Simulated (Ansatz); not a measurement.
`C[S][Ge]([F])([F])[F]`, 9 atoms. Charge 0, multiplicity 1. Correlated methods include outer-core shells of Ge, which these sets cover unevenly. Scalar relativity is left out up to krypton. All runs use 4 threads of an Arm Neoverse V2 on a shared host. Correlated methods freeze the cores.

(1) Give the basis size and wall time and peak host memory of each of these runs in Ansatz. RKS LC-ωPBE/def2-TZVPP energy; RKS PBE0-D4/def2-SVP energy; RKS ωB97M-V/def2-SVP energy; direct RPA on PBE orbitals/def2-TZVPP energy; RKS ωB97M-V/def2-QZVPP energy; RKS PBE-D4/def2-TZVPP energy and forces; RKS PBE0-D4/def2-QZVPP energy; RKS B97M-V/def2-TZVPP energy; RKS PBE0-D4/def2-TZVP relaxation (9 steps); RKS BLYP-D4/def2-TZVPP energy; RKS PBE0-D4/def2-TZVP frequencies; RHF-MP2/def2-QZVPP energy. (An estimate is asked.)

Results:

(1) Computed: Other jobs shared the machine, so times are rough.

```tsv
level	job	functions	wall time	peak host memory (GiB)
RKS PBE0-D4/def2-SVP	energy	121	1.4 s	0.28
RKS BLYP-D4/def2-TZVPP	energy	256	2.2 s	0.36
RKS PBE-D4/def2-TZVPP	energy and forces	256	2.4 s	0.36
RKS LC-ωPBE/def2-TZVPP	energy	256	2.8 s	0.5
RKS ωB97M-V/def2-SVP	energy	121	5.5 s	0.41
direct RPA on PBE orbitals/def2-TZVPP	energy	256	5.5 s	0.63
RKS PBE0-D4/def2-QZVPP	energy	477	10 s	2.2
RKS B97M-V/def2-TZVPP	energy	256	10 s	0.45
RKS ωB97M-V/def2-QZVPP	energy	477	22 s	2.5
RHF-MP2/def2-QZVPP	energy	477	23 s	2.9
RKS PBE0-D4/def2-TZVP	relaxation (9 steps)	227	39 s	0.73
RKS PBE0-D4/def2-TZVP	frequencies	227	2.6 min	0.73
```

LC-ωPBE has ω = 0.4 bohr⁻¹.
